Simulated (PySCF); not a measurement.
**Electronic absorption of C5H9NOSi**

Compound: C₅H₉NOSi.
SMILES: `[H]/N=C(\C(C)=O)[C@H]1C[SiH2]1`

Computed, not measured: TDDFT B3LYP/def2-SVPD, vertical, gas phase, core orbitals frozen in the response in PySCF 2.14.0, density-fitted response routines. Geometry: GFN2-xTB, one conformer, isolated molecule. Torsions of this conformer, `[H]/[N:5]=[C:4](\[C:2]([CH3:1])=[O:3])[C@H:6]1[CH2:7][SiH2:8]1`: C1–C2–C4–N5 -32°, C2–C4–C6–C7 -29°.

```csv
state,E (eV),λ (nm),f,"main configurations (H = HOMO, L = LUMO)"
S1,3.28,377.9,0.0065,"H-1→L (64%), H→L (34%)"
S2,3.62,342.6,0.034,"H→L (64%), H-1→L (34%)"
S3,4.67,265.6,0.0062,"H-2→L (68%), H-3→L (26%)"
S4,5.30,234.1,0.021,"H-3→L (59%), H-2→L (28%)"
S5,5.62,220.6,0.103,"H→L+1 (71%), H-1→L+1 (21%)"
S6,5.92,209.5,0.138,"H-1→L+1 (65%), H→L+1 (21%)"
S7,6.04,205.3,0.020,H→L+2 (91%)
S8,6.19,200.3,0.019,H→L+3 (88%)
```

Triplets, Tamm–Dancoff:

| state | E (eV) | λ (nm) | main configurations (H = HOMO, L = LUMO) |
| --- | --- | --- | --- |
| T1 | 2.72 | 455.9 | H→L (49%), H-1→L (47%) |
| T2 | 3.04 | 407.8 | H-1→L (49%), H→L (44%) |
| T3 | 4.11 | 301.6 | H-2→L (57%), H-3→L (30%) |

The lowest singlet lies at 3.28 eV (378 nm, ultraviolet) and is weak; its leading configuration is HOMO-1→LUMO (64%). The most intense listed level is S6 at 5.92 eV (210 nm, f = 0.138), 2.64 eV above S1. Löwdin shares by element: HOMO carbon 38% or more, silicon 24%, nitrogen 16% (atoms not listed hold the other 22%); LUMO carbon 40% or more, oxygen 24%, nitrogen 18% (atoms not listed hold the other 18%). Orbital energies (eV): HOMO-3 -8.64, HOMO-2 -8.05, HOMO-1 -7.05, HOMO -6.53, LUMO -2.26, LUMO+1 -0.28, LUMO+2 0.24. Of the 8 states listed, 6 reach f = 0.01 and none stays under 0.0005. The oscillator strengths of these states sum to 0.347; summed over the whole spectrum of an exact calculation they would give the number of electrons, 68 (Thomas–Reiche–Kuhn). No computed singlet lies in the visible range (380 to 750 nm); the lowest, at 378 nm, stands 0.02 eV above its violet end (3.26 eV); a Tamm–Dancoff triplet lies at 456 nm, without intensity as long as spin–orbit coupling is left out. Singlets were solved by full linear response, triplets in the Tamm–Dancoff approximation.
